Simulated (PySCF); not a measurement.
## Distorted geometries of [Hg(H2O)4]2+

[Hg(H2O)4]2+ (singlet). PySCF 2.14.0, RKS PBE0, Hg def2-SVP with ECP60, O def2-SVP, H def2-SVP; non-relativistic Hamiltonian with scalar-relativistic core potentials where named; density fitting; no spin-orbit coupling. Relaxed geometry:

```xyz
13

Hg    0.0000    0.0000    0.0000
O     1.3119    1.2672    1.3234
H     1.2495    1.3326    2.2905
H     2.1013    1.7606    1.0469
O    -1.3119   -1.3234    1.2672
H    -2.1012   -1.0469    1.7607
H    -1.2496   -2.2904    1.3327
O     1.3119   -1.2672   -1.3234
H     2.1013   -1.7606   -1.0469
H     1.2495   -1.3326   -2.2905
O    -1.3119    1.3234   -1.2672
H    -1.2496    2.2904   -1.3327
H    -2.1012    1.0469   -1.7607
```

**Question.** Order these distorted geometries by energy above the relaxed one, lowest first.
A.
```xyz
13

Hg   -0.0293    0.0087   -0.0428
O     1.2981    1.2449    1.3471
H     1.2515    1.3105    2.3316
H     2.0863    1.7660    0.9920
O    -1.3058   -1.3213    1.2796
H    -2.0882   -1.0489    1.8295
H    -1.2788   -2.3077    1.3114
O     1.3071   -1.2886   -1.3426
H     2.1122   -1.7268   -1.0494
H     1.2222   -1.3298   -2.2585
O    -1.2657    1.3429   -1.3256
H    -1.2481    2.2765   -1.3057
H    -2.0614    1.0738   -1.7667
```
B.
```xyz
13

Hg   -0.0125   -0.0246    0.0529
O     1.2995    1.2877    1.3267
H     1.2365    1.3510    2.2566
H     2.1002    1.7681    1.0029
O    -1.3483   -1.2850    1.2001
H    -2.1180   -1.0473    1.7696
H    -1.2213   -2.3063    1.3512
O     1.2964   -1.2929   -1.2725
H     2.1046   -1.7369   -1.0060
H     1.3009   -1.3252   -2.3100
O    -1.3461    1.3113   -1.2680
H    -1.2217    2.2851   -1.3245
H    -2.0700    1.0150   -1.7789
```
C.
```xyz
13

Hg   -0.0284   -0.0231    0.0146
O     1.3721    1.2920    1.3300
H     1.2174    1.2546    2.3448
H     2.1053    1.7977    1.0361
O    -1.3476   -1.2565    1.2725
H    -2.1314   -1.0716    1.7594
H    -1.2249   -2.2831    1.2778
O     1.3359   -1.2990   -1.2992
H     2.1229   -1.7230   -1.0282
H     1.2155   -1.3501   -2.3193
O    -1.2787    1.3431   -1.2700
H    -1.2695    2.2476   -1.3559
H    -2.0885    1.0713   -1.7625
```

**Answer.** A (0.22 eV), B (0.35 eV), C (0.58 eV).

**Question.** Which forces (eV/Å) act in the one that lies 0.35 eV up?

**Answer.** 
```
Hg   0.16  0.47 -0.44
O    0.70  0.16 -2.57
H    0.02  0.26  2.09
H   -0.68 -0.37  0.49
O   -0.64 -3.10  1.25
H    0.51  0.05 -0.44
H   -0.26  2.63 -0.48
O   -0.36  0.13 -2.94
H    0.51 -0.28  0.27
H   -0.12  0.14  2.66
O    2.18  0.95  1.50
H   -0.39 -0.70 -0.19
H   -1.63 -0.34 -1.19
```
Forces carry noise of the integration grid, about 0.01 to 0.03 eV/Å.
